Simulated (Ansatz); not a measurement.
A structure relaxed at r2SCAN-D4/def2-SVPD in Ansatz, charge -1, doublet:

Cartesian coordinates in Å:
```
S -1.147 0.059 1.072
S -0.459 -1.238 -0.849
S 1.196 -0.306 -1.364
Se 0.410 1.486 1.140
```

(1) Give its formula and point group.

(2) Summarise the bond lengths by kind (pairs closer than 1.2 times the sum of covalent radii, bridged metal pairs left out).

Answers

(1) SeS3⁻. Point group Cs (tolerance 0.1 Å).

(2) 2 × S–S 1.97 to 2.42 Å; 1 × S–Se 2.11 Å.

Another isomer (doublet) lies 0.08 eV lower at PBE0-D4/def2-TZVPD; other spin states weren't run for this one.
